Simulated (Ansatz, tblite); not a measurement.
Cost and result up the ladder for Cd₂SCl₂ (5 atoms). Charge 0, multiplicity 1. Geometry: r2SCAN-D4/def2-SVP.

```xyz
5

Cd    1.035   -1.418    0.040
Cd   -1.388    1.040   -0.275
S    -1.142   -1.224   -0.771
Cl    3.173   -1.659    0.818
Cl   -1.678    3.262    0.188
```

Ansatz on 4 threads of Arm Neoverse V1 on a shared host; xTB runs through tblite on one thread. Times are rough, summed over both states, and most runs start from the orbitals of an earlier one. PBE0-D4/def2-TZVP serves as the yardstick here, not as an exact answer. The other state is a triplet.

In the def2 sets Cd takes a core potential; there is no spin–orbit coupling. The xTB rows come from tblite. The structure comes from a short search, and lower isomers may exist.

xTB has no spin-polarisation term.

| level | functions | wall time | vertical triplet (eV) | difference from PBE0-D4/def2-TZVP (eV) |
| --- | --- | --- | --- | --- |
| GFN1-xTB | 35 | 0.009 s | 3.96 | 0.26 |
| GFN2-xTB | 35 | 0.012 s | 3.47 | -0.23 |
| PBE-D4/def2-TZVP | 191 | 7.6 s | 3.43 | -0.27 |
| PBE0-D4/def2-TZVP (with forces) | 191 | 18 s | 3.70 | 0.00 |
| r2SCAN-D4/def2-TZVP | 191 | 21 s | 3.59 | -0.11 |
